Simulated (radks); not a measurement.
The numbers below are computed, except where a source is named.
Task: Coherent X-ray form factor from a spherical all-electron density. Code: a radial shooting solver on a logarithmic mesh with Libxc functionals. Model: scalar-relativistic Kohn-Sham, PBE, spin-polarised, spherical densities, finite nucleus; Fermi nuclear charge, rms radius of each element as measured or else 0.836 A^(1/3) + 0.57 fm.

sin(theta)/lambda (1/angstrom),f0 (electrons)
0.05,59.485
0.1,58.007
0.15,55.753
0.2,52.974
0.25,49.932
0.3,46.846
0.4,41.097
0.5,36.235
0.6,32.191
0.8,25.872
1,21.381
1.25,17.761
1.5,15.428
2,11.852

The species is in the configuration that NIST lists as its ground one. Which atom or ion scatters so?

Result: The terbium ion Tb5+, [Kr] 4d10 4f7 5s2 5p5. Extrapolating in s^2 from the first two rows gives f0(0) = 60.0, near the electron count 60; among species with that count, the fall with angle is slower the higher Z, and the table is that of Z = 65; from so few rows the species is fixed only to a neighbour or two.
